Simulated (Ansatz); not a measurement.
Stepwise reaction of `[OH][Ga]([OH])[OH]` with hydrogen, as a gas-phase model of exchange steps in deposition or etching. ΔE in kJ/mol; ΔG adds harmonic PBE0-D4 terms to CCSD(T)/CBS, at 1 bar.

Computed with Ansatz on PBE0-D4/def2-TZVP structures; ΔE is electronic, products minus reactants. CCSD(T)/CBS adds triple-zeta CCSD(T) − MP2 to the extrapolated MP2 energy (def2 sets, frozen cores). This one scheme is used for every species. DFT in def2-TZVPP. B3LYP here is the variant with VWN-RPA as its local correlation; programs differ in this. For Ga outer-core shells are correlated without core-valence functions, which leaves a few kJ/mol of doubt a bond. Scalar relativity is left out up to krypton. Each species was taken in one conformer, which may not be the lowest.

```
step                                           reaction  PBE-D4  B3LYP-D4  ωB97M-V  CCSD(T)/CBS  ΔG(500 K)
   1  `[OH][Ga]([OH])[OH]` + H₂ → `[OH][GaH][OH]` + H₂O    26.4      29.1     27.1         30.1       22.7
   3                 `[OH][GaH2]` + H₂ → `[GaH3]` + H₂O    54.3      53.7     50.2         53.6       55.6
```

Task: Give the row of step 2, `[OH][GaH][OH]` + H₂ → `[OH][GaH2]` + H₂O. (An estimate is asked.)

Result: Computed: 
| step | reaction | PBE-D4 | B3LYP-D4 | ωB97M-V | CCSD(T)/CBS | ΔG(500 K) |
| --- | --- | --- | --- | --- | --- | --- |
| 2 | `[OH][GaH][OH]` + H₂ → `[OH][GaH2]` + H₂O | 43.9 | 45.5 | 43.3 | 46.7 | 43.1 |

Task: By hand: ΔE of the 3 steps together at CCSD(T)/CBS.

Result: (30.1) + (46.7) + (53.6) = 130.4 kJ/mol, or 43.5 kJ/mol a step.

In ΔE each step is higher than the one before. All are uphill at CCSD(T)/CBS. ΔG lies between 22.7 and 55.6 kJ/mol a step. PBE-D4 differs from CCSD(T)/CBS by -3.7 to 0.7 kJ/mol a step. Isolated molecules leave out the surface, adducts and barriers. Largest T1 diagnostic: 0.015.
